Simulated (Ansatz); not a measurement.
Geometry optimisation, Ansatz 0.2.0, UKS B3LYP-D4/def2-SVP.

The input (input.yaml):

```yaml
crystal:
  periodic: [false, false, false]
  atoms:
    - { symbol: Ge, position_ang: [0.0, 0.0, 0.0] }
    - { symbol: H, position_ang: [0.0, 0.0, 1.8] }
    - { symbol: H, position_ang: [1.4616, 0.0, -0.5162] }
    - { symbol: F, position_ang: [-0.7913, 1.3709, -0.5594] }
    - { symbol: F, position_ang: [-0.7913, -1.3709, -0.5594] }
    - { symbol: Cl, position_ang: [0.0, 0.0, 3.47] }
magnetization:
  spin_polarized: true
  initial_magnetization: 1
basis:
  gaussian: { orbitals: def2-SVP }
hamiltonian:
  xc: b3lyp
  dispersion: d4
relax:
  f_tol: 0.15
  max_steps: 25
  restrain:
    - { distance: [1, 5], at: 1.37, k: 30.0 }
    - { distance: [0, 1], at: 2.75, k: 30.0 }
output:
  orbitals: {}
```

Run as:

```bash
$ ansatz run input.yaml --threads 4 --pin off --max-ram 5120MiB --backend cpu --events-out ev --progress --plain --runs-dir out
```

Problem. Where does it end, and by what steps?

Solution. It converged. The restraints hold the end off the free minimum; the threshold counts their pulls, which the force column leaves out. Restrained pairs: H2–Cl6 (1.67 → 1.33 Å), Ge1–H2 (1.80 → 2.75 Å). After 16 steps the energy has fallen by 0.540 eV (the restraints' own energy left out); H2 moved furthest, 0.97 Å.

```csv
step,energy less start (eV),largest force component (eV/Å),accepted
0,0.0000,2.188,yes
1,-0.0157,3.031,yes
2,0.0792,3.530,yes
3,-0.2021,2.563,yes
4,-0.4779,0.824,yes
5,-0.5006,0.875,yes
6,-0.4152,1.976,no
7,-0.4992,1.103,yes
8,-0.5102,1.014,yes
9,-0.4856,1.355,no
10,-0.5134,1.032,yes
11,-0.5176,0.999,yes
12,-0.5306,0.829,yes
13,-0.5142,1.236,no
14,-0.5308,0.928,yes
15,-0.5397,0.872,yes
16,-0.5404,0.880,yes
```

```xyz
6
Properties=species:S:1:pos:R:3
Ge -0.118 -0.002 -0.107
H -0.518 -0.003 2.619
H 1.444 -0.002 -0.312
F -0.753 1.381 -0.969
F -0.753 -1.380 -0.977
Cl 0.577 0.005 3.381
```

Time of the run: 30 s on 4 threads of Arm Neoverse V1, on a shared host, peak memory 0.27 GiB.
